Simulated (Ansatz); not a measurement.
Reading a saddle point

A first-order saddle point of BNH₄Cl₂O, singlet, PBE0-D4/def2-TZVP, with one imaginary mode of 1220i cm⁻¹:

B1  (-0.196, -0.564, 0.114)
N2  (-0.550, 0.931, -0.044)
Cl3  (-1.256, -1.700, -0.803)
Cl4  (0.144, -1.032, 1.847)
H5  (0.733, 0.702, -0.533)
O6  (1.177, -0.359, -0.636)
H7  (-1.297, 1.136, -0.694)
H8  (-0.687, 1.441, 0.818)
H9  (1.932, -0.554, -0.069)
(Å)

Program: Ansatz 0.2.0. Basis: def2-TZVPP and def2-QZVPP. Cores are frozen in the correlated methods. Extrapolation: Hartree–Fock as exp(−7.88 √X), correlation as X^−2.97.

Which contacts change along the imaginary mode, and what lies on either side? (Judge from chemistry; the calculation decides.)

The calculation gives: The step is BNH₂Cl₂ ([NH2][B]([Cl])[Cl]) + H₂O → BHCl₂O ([OH][B]([Cl])[Cl]) + NH₃ (still joined by a long B–N bond), with the molecules in contact on both sides. Shortening one way: B1–O6, N2–H5; lengthening the same way: B1–N2, H5–O6.
```tsv
pair	one side (Å)	saddle (Å)	other side (Å)
B1–O6	3.22	1.58	1.40
N2–H5	3.77	1.39	1.02
B1–N2	1.38	1.54	1.61
H5–O6	0.96	1.15	2.57
```

Which side is lower, and how far does the saddle lie above each? (To be estimated.)

By the calculation: The side with B1–O6, N2–H5 short is lower by 0.744 eV; the saddle lies 1.454 eV above it and 0.710 eV above the other (CCSD(T) at an estimated basis limit (MP2 extrapolated from triple and quadruple zeta, plus CCSD(T) − MP2 in triple zeta); electronic energies).

The T1 diagnostic stays at or below 0.011.

The step is the kind of ligand exchange by which a precursor binds to a hydroxyl group, or is hydrolysed, in atomic layer deposition of oxides.

Labels in which every atom is bracketed show which atoms are joined, not bond orders.

For scale, one of the runs: CCSD(T)/def2-TZVPP, 233 basis functions, launched by `ansatz run in.yaml --threads 4 --pin off --events-out ev --progress --plain --max-ram 9574MiB`. The run took 2.2 min on 4 CPU threads of an Arm Neoverse V1 (shared host), with 4.1 GiB of host memory at its peak.
